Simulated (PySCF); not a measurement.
Compound: C7H8FN.
SMILES with atom numbers: `[N:1]#[C:2][C@:3]1([F:4])[CH2:5][C:6]12[CH2:7][CH2:8][CH2:9]2` (hydrogens: H10, H11 on C5; H12, H13 on C7; H14, H15 on C8; H16, H17 on C9)

Cartesian coordinates in Å at the GFN2-xTB level; atoms count from 1:
```xyz
17
C7H8FN angstrom
N     -1.2625    2.8952    1.4498
C     -1.3603    1.8512    0.9909
C     -1.4231    0.5467    0.4250
F     -2.4729    0.3692   -0.4400
C     -1.0042   -0.6520    1.2466
C     -0.1437   -0.1948    0.1165
C      0.1491   -0.9252   -1.1819
C      1.5758   -0.3455   -1.1501
C      1.2632    0.3748    0.1756
H     -0.6829   -0.4694    2.2618
H     -1.5947   -1.5466    1.1118
H     -0.4608   -0.6043   -2.0247
H      0.0930   -2.0095   -1.1017
H      1.8006    0.3256   -1.9748
H      2.3596   -1.0948   -1.0790
H      1.3149    1.4617    0.1334
H      1.8418    0.0297    1.0310
```

Method used: TDDFT PBE0/def2-SVPD, vertical, gas phase, core orbitals frozen in the response in PySCF.

Each state is given a Gaussian of 0.5 eV full width at half maximum, with ε(max) = 2.175×10⁸ f / Δν̃ (Δν̃ the width in cm⁻¹). The width is an assumption, not a result. The curve ends short of the highest state used, and states not computed would add to its high-energy end.

| λ (nm) | ε (L mol⁻¹ cm⁻¹) |
| --- | --- |
| 167.6 | 8157 |
| 169.6 | 7116 |
| 171.6 | 5463 |
| 173.6 | 3749 |
| 175.6 | 2342 |
| 177.7 | 1316 |
| 179.7 | 711 |
| 181.7 | 363 |
| 183.7 | 175 |
| 185.7 | 80 |
| 187.7 | 36 |
| 189.7 | 18 |
| 191.8 | 12 |
| 193.8 | 12 |
| 195.8 | 13 |
| 197.8 | 14 |
| 199.8 | 14 |
| 201.8 | 13 |
| 203.9 | 11 |
| 205.9 | 8 |
| 207.9 | 6 |
| 209.9 | 4 |
| 211.9 | 3 |
| 213.9 | 2 |
| 215.9 | 1 |
| 218.0 | 1 |
| 220.0 | 0 |
| 222.0 | 0 |
| 224.0 | 0 |
| 226.0 | 0 |

Task: Where are the band maxima, and which computed states make them?

Result: 199 nm (6.24 eV), ε about 14, made up of S1 (99%) (ε in L mol⁻¹ cm⁻¹; maxima over ε = 5, shares over 10%). At its high-energy end, 7.40 eV, the curve is still rising (ε about 8200, from S3). The states used: S1 6.24 eV (f 0.0003); S2 7.15 eV (f 0.014); S3 7.43 eV (f 0.139); S4 7.74 eV (f 0.022); S5 7.83 eV (f 0.0060); S6 8.00 eV (f 0.0051).

Task: Coming from long wavelengths, where does ε first pass 100 L mol⁻¹ cm⁻¹?

Result: At about 185 nm (6.70 eV), 0.46 eV above S1.

Task: On this curve, what absorbance would a 10⁻³ mol/L sample give at 193 nm over a 1 cm path?

Result: 193 nm is 6.424 eV, where ε is about 12 L mol⁻¹ cm⁻¹, so A = ε c l ≈ 0.012 (Beer–Lambert, with the gas-phase spectrum and the assumed width).

Task: What would ε be at 6.24 eV, the highest of these maxima, with half the width (0.25 eV)?

Result: About 28 L mol⁻¹ cm⁻¹ against 14.1, a factor of about 1.99; a lone state at its own centre would give exactly 2.

On one thread, Arm Neoverse N1 (aarch64), shared host with 64 logical CPUs at a one-minute load of 53, this took 85 s and 1.0 GiB of memory at its peak.
